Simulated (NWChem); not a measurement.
Relativistic effects in HIOSi

```xyz
4

Si    -1.1348    -1.2745     0.0000
I      0.2966     0.7680     0.0000
O      0.0547    -2.4388     0.0000
H     -0.2721    -3.3479     0.0000
```
Charge 0, spin multiplicity 1.

Program: NWChem. Structure: optimised with PBE0/def2-SVP with def2 effective core potentials on I, a minimum by its harmonic frequencies. It is one conformer; others weren't searched.

Functional B3LYP, all-electron basis x2c-SVPall-2c, contracted for the X2C Hamiltonian and used here with ZORA. The ion keeps the geometry and has multiplicity 2 in the scalar run; the spin-orbit run starts from the same electron counts.

Relative cost: rough, from shared machines, SCF included, scalar ZORA = 1.

B3LYP has NWChem's definition, with VWN1-RPA local correlation. The structure started from a generated list of species. No SCF solution was tested for a lower state.

```json
[
 {"Hamiltonian": "scalar ZORA", "ΔSCF ionisation energy (eV)": "9.05", "HOMO (eV)": "-6.69", "LUMO (eV)": "-2.31", "gap (eV)": "4.38", "relative cost": "1"},
 {"Hamiltonian": "spin-orbit ZORA", "ΔSCF ionisation energy (eV)": "8.95", "HOMO (eV)": "-6.59", "LUMO (eV)": "-2.30", "gap (eV)": "4.29", "relative cost": "under 3"}
]
```

From scalar ZORA to spin-orbit ZORA the ionisation energy falls by 0.10 eV.
